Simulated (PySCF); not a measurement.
# Two-dimensional NMR puzzle

Compound of formula C₆H₅FSi. Correlations simulated from computed shifts and the bond graph:

HSQC (one-bond C–H):
```csv
δH,δC
6.91,142.0
3.56,101.7
3.50,102.9
```

HMBC (two and three bonds, from the bond graph):
```csv
δH,δC
6.91,"140.7, 102.9, 87.0, 85.7"
5.45,"142.0, 140.7, 87.0"
3.56,"140.7, 87.0"
3.50,"142.0, 85.7"
```

Carbons without hydrogens: δ 140.7, 87.0, 85.7.

Level of theory: geometry: GFN2-xTB, GIAO PBE0/pcSseg-1 shieldings, in PySCF 2.14 (one computed conformer, no solvent, one averaged value for each set of equivalent atoms, relativity neglected).

References, each an isolated molecule treated in the same way: TMS for ¹H (31.72 ppm) and ¹³C (186.93 ppm).

Exchangeable hydrogens are left out of these lists.

Assemble the structure.

Results:

`[SiH2](/C(=C\C#C)C#C)F`.

Atom-mapped SMILES (the numbers label the heavy atoms): `[CH:1]#[C:2]/[CH:3]=[C:4](/[C:5]#[CH:6])[SiH2:7][F:8]`; H(Xn) means a hydrogen on atom n.

- δC 142.0 is C3, an alkene CH (δH 6.91).
- δC 140.7 is C4, a fully substituted alkene carbon.
- δC 102.9 is C1, a terminal alkyne carbon (δH 3.50).
- δC 101.7 is C6, a terminal alkyne carbon (δH 3.56).
- δC 87.0 is C5, an alkyne carbon.
- δC 85.7 is C2, an alkyne carbon.
- HMBC from δH 6.91 reaches the proton-free carbons C4, C5, C2.
- HMBC from δH 5.45 reaches the proton-free carbons C4, C5.
- HMBC from δH 3.56 reaches the proton-free carbons C4, C5.
- HMBC from δH 3.50 reaches the proton-free carbon C2.

The data come from this structure; uniqueness wasn't tested.

Shifts are as computed. Against solution values, carbons near 30 ppm lie about +3 ppm off and those near 130 ppm about +5 ppm. Of 1211 compounds with measured shifts, 218 miss one by over three times the rms of a fit or turn the order of signals round; such compounds aren't used in these exercises.
